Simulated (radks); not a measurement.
Problem. All-electron calculation, Dirac Kohn-Sham, PBEsol, spin-unpolarised, spherical densities, point nucleus. Program: a radial shooting solver on a logarithmic mesh with Libxc functionals. Each species is in its NIST ground configuration. Rank C3+, Si3+, Ge3+, Sn3+, Pb3+ by Delta-SCF ionisation energy (eV), largest first.

Solution. C3+ 63.425, Ge3+ 46.135, Si3+ 44.801, Pb3+ 42.708, Sn3+ 41.043.
